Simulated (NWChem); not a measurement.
SiHOCl, singlet; SMILES O[Si]Cl

```xyz
4

Si     0.6696     0.6004     0.0000
Cl    -0.1676    -1.3390     0.0000
O     -0.7406     1.4883     0.0000
H     -0.6012     2.4497     0.0000
```
Atoms are numbered in this order, from 1.

All runs: NWChem. Low-valent species are run as closed-shell singlets; no triplet was tried in these runs. Structure relaxed at the B3LYP/6-31G* (spherical d) level. LC-ωPBE (HJS hole) with def2-SVP; x = 1 − exp(−ω/0.25 bohr⁻¹) is a scale chosen for this fit.

```csv
row,x,−ε(HOMO) (eV)
ω = 0.05,0.181,6.86
ω = 0.10,0.330,withheld
ω = 0.20,0.551,8.68
ω = 0.25,0.632,9.10
ω = 0.35,0.753,9.70
```

Task: Fit a straight line of the last column on the one before it, predict the withheld value, and compare with the run.

Result: 
1. Means of the 4 shown rows: x = 0.5292, y = 8.585. Slope Σ(x − x̄)(y − ȳ)/Σ(x − x̄)² = 0.9052/0.1824 = 4.963; intercept 5.958.
2. The shown rows scatter about the line by 0.008 (root mean square); the largest residual is -0.01, at ω = 0.20.
3. At x = 0.330 (ω = 0.10; inside the shown range) the line gives 7.60.
4. The run gives 7.57, -0.03 from the line.
